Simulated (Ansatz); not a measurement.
Consider the ligand exchange at the Si–C bond: `O/C(=C\F)[SiH2]F` + `CO[SiH2]N` → `CO[SiH2]N[SiH2]F` + `O/C=C\F`.

Program: Ansatz. Geometries: PBE0-D4/def2-TZVP. ΔE: electronic, gas phase. CBS: MP2 limit from def2 TZ/QZ plus the TZ coupled-cluster correction, frozen cores. This one scheme is used for every species. Double bonds are as drawn, so ΔE can hold a change between cis and trans. DFT in def2-TZVPP. B3LYP here is the variant with VWN-RPA as its local correlation; programs differ in this. Each species was taken in one conformer, which may not be the lowest.

| level | ΔE (kcal/mol) | difference from CCSD(T)/CBS |
| --- | --- | --- |
| PBE-D4 | -15.7 | 2.1 |
| r2SCAN-D4 | -17.0 | 0.8 |
| PBE0-D4 | -16.7 | 1.1 |
| B3LYP-D4 | -17.3 | 0.5 |
| ωB97X-V | -17.1 | 0.7 |
| ωB97M-V | -17.3 | 0.5 |
| B2PLYP | -17.6 | 0.2 |
| PBE | -15.6 | 2.2 |
| r2SCAN | -17.0 | 0.8 |
| PBE0 | -16.7 | 1.1 |
| B3LYP | -17.2 | 0.6 |
| HF/def2-TZVPP | -19.8 | -2.0 |
| MP2/def2-TZVPP | -18.0 | -0.2 |
| SCS-MP2/def2-TZVPP | -18.2 | -0.4 |
| CCSD/def2-TZVPP | -18.2 | -0.4 |
| CCSD(T)/def2-TZVPP | -17.9 | -0.1 |
| HF/def2-QZVPP | -20.1 | -2.3 |
| MP2/def2-QZVPP | -18.0 | -0.2 |
| SCS-MP2/def2-QZVPP | -18.2 | -0.4 |
| HF/CBS(def2) | -20.1 | -2.3 |
| MP2/CBS(def2) | -17.9 | -0.1 |
| CCSD/CBS(def2) | -18.1 | -0.3 |
| CCSD(T)/CBS | -17.8 | 0 |

Largest T1 diagnostic among the species: 0.013.

In def2-TZVPP, CCSD(T) changes the Hartree–Fock value by +1.9 kcal/mol (the triples alone add +0.4 kcal/mol) and MP2 by +1.8 kcal/mol. From PBE to PBE0 (25 % exact exchange), in def2-TZVPP and without D4, ΔE moves by −1.1 kcal/mol.
